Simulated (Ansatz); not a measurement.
Species: InF3, net charge 0, singlet state. SMILES: [F][In]([F])[F]
Geometry: optimised at B3LYP-D3(BJ)/def2-TZVP (Ansatz, a first-principles code).

Property: atomisation energy (electronic, to ground-state atoms), in kJ/mol. Valence correlation only, unless marked. UHF or UKS for open shells. Spin-orbit coupling is left out. Frozen are the shells of the preceding noble gas and the d and f shells that filled before the atom's block. In def2 rows, elements after Kr have scalar-relativistic effective core potentials. The coupled-cluster limit lacks core correlation, which all-electron functionals hold. CBS marks a two-point X^-3 extrapolation of the correlation energy; Hartree-Fock from the larger set. [CCSD(T)-MP2]/basis is that difference in the basis named.

```
level                          program  atomisation energy (kJ/mol)
----------------------  --------------  ---------------------------
PBE-D3(BJ)/def2-TZVPD   Ansatz + dftd3                       1259.6
BLYP-D3(BJ)/def2-TZVPD  Ansatz + dftd3                       1220.1
PBE0-D3(BJ)/def2-TZVPD  Ansatz + dftd3                       1180.9
BHLYP/def2-TZVPD                Ansatz                       1085.6
```

Problem. What does RI-MP2/CBS(def2-TZVPPD,def2-QZVPPD)+[CCSD(T)-MP2]/def2-TZVPPD (Ansatz) give?

Solution. 1281.9 kJ/mol, so BHLYP/def2-TZVPD differs from it by -196.3 kJ/mol.
